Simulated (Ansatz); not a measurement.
Consider the formal exchange of groups at the Si–F bond: `FC[SiH](F)S` + CH₄ → `C[SiH](S)CF` + H–F.

Computed with Ansatz on PBE0-D4/def2-TZVP structures; ΔE is electronic, products minus reactants. CCSD(T)/CBS is the MP2 limit (def2-TZVPP, def2-QZVPP) plus CCSD(T) − MP2 in def2-TZVPP, frozen cores. This one scheme is used for every species. DFT in def2-TZVPP. B3LYP here is the variant with VWN-RPA as its local correlation; programs differ in this. One conformer a species, not always the lowest.

**Question.** Is it downhill or uphill in electronic energy at CCSD(T)/CBS, and by how much? (An estimate is asked.)

**Answer.** The calculation gave: Uphill: ΔE = +1.42 eV.

**Question.** What do these levels give: revPBE-D4, B97M-V, B3LYP-D4, r2SCAN0-D4, PBE-QIDH, BLYP, RPA@PBE/def2-TZVPP, HF/def2-TZVPP, SCS-MP2/def2-TZVPP, CCSD/def2-TZVPP, HF/CBS(def2), MP2/CBS(def2)? (Estimate.)

**Answer.** Ansatz gave: revPBE-D4 1.34, B97M-V 1.58, B3LYP-D4 1.51, r2SCAN0-D4 1.48, PBE-QIDH 1.42, BLYP 1.59, RPA@PBE/def2-TZVPP 1.43, HF/def2-TZVPP 1.66, SCS-MP2/def2-TZVPP 1.48, CCSD/def2-TZVPP 1.46, HF/CBS(def2) 1.68, MP2/CBS(def2) 1.41 eV.

**Question.** What do rigid-rotor, harmonic-oscillator terms from PBE0-D4/def2-TZVP frequencies (298.15 K, 1 bar) make of the CCSD(T)/CBS value? (Estimate.)

**Answer.** The calculation gave: ΔZPE = -0.05 eV, ΔH = +1.39 eV, ΔS = 8 J/(mol·K), ΔG = +1.37 eV.

Largest T1 diagnostic among the species: 0.012.

The D4 term adds −0.07 eV with B3LYP and −0.04 eV with PBE0; it sums over pairs of atoms, weighted by their polarisabilities, and B3LYP, whose exchange is more repulsive, gets the larger term. In def2-TZVPP, CCSD(T) changes the Hartree–Fock value by −0.23 eV (the triples alone add −0.03 eV) and MP2 by −0.24 eV.
